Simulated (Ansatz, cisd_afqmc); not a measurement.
System: Se, charge 0, triplet.

Total energies in def2-TZVPP, 6 correlated electrons, 14 frozen orbitals. UHF or UKS for unpaired electrons; spin-orbit terms are left out. Correlated methods leave the cores frozen (noble-gas shells, and filled d and f shells in the p block). No relativity. AFQMC is phaseless with a CISD trial state; ± is one standard error, without the phaseless bias. Outlying blocks are dropped, and bars are widened where a walk drifts. Over all cases where full CI ran beside it in this data, AFQMC minus full CI had a median of +0.1 mEh and passed +0.4 mEh in a tenth of the cases.

```json
[
 {"method": "HF", "program": "Ansatz", "energy (Eh)": "-2399.82719", "minus CCSDTQ (mEh)": "123.48"},
 {"method": "MP2", "program": "Ansatz", "energy (Eh)": "-2399.92731", "minus CCSDTQ (mEh)": "23.37"},
 {"method": "CCSD", "program": "Ansatz", "energy (Eh)": "-2399.94630", "minus CCSDTQ (mEh)": "4.38"},
 {"method": "CCSD(T)", "program": "Ansatz", "energy (Eh)": "-2399.94997", "minus CCSDTQ (mEh)": "0.70"},
 {"method": "CCSDT(Q)", "program": "Ansatz", "energy (Eh)": "-2399.95067", "minus CCSDTQ (mEh)": "0.01"},
 {"method": "CCSDTQ", "program": "Ansatz", "energy (Eh)": "-2399.95067", "minus CCSDTQ (mEh)": "0.00"},
 {"method": "AFQMC/CISD", "program": "cisd_afqmc", "energy (Eh)": "-2399.9505 ± 0.0002", "minus CCSDTQ (mEh)": "0.2 ± 0.2"}
]
```

Ansatz is a program for electronic structure.
